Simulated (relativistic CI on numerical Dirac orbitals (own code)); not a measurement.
# Crystal-field levels of Fe⁷⁺, 3d

Calculated by Dirac-Coulomb-Breit CI, orbitals from a KLI potential per configuration, model QED, valence Slater integrals scaled by 0.7, one configuration in a parametric crystal field (own radial code).

Field parameters in Wybourne normalisation: D4h B²₀ = −7Ds, B⁴₀ = 21(Dq − Dt), B⁴₄ = 21√(5/14) Dq. The field is a parameter set, without covalency.

S is read from ⟨S²⟩ = S(S + 1).

Levels (cm⁻¹, degeneracy): 0 (2), 1970 (2), 2816 (2), 20810 (2), 26898 (2).

Problem. Which field gives this pattern?
A. D4h, 10Dq = 26750, Ds = 550, Dt = 780 cm⁻¹
B. D4h, 10Dq = 26750, Ds = -1090, Dt = 780 cm⁻¹
C. D4h, 10Dq = 26750, Ds = 1360, Dt = 780 cm⁻¹
D. D4h, 10Dq = 26750, Ds = 140, Dt = 780 cm⁻¹

Solution. A. D4h, 10Dq = 26750, Ds = 550, Dt = 780 cm⁻¹, ground level with S = 0.50.
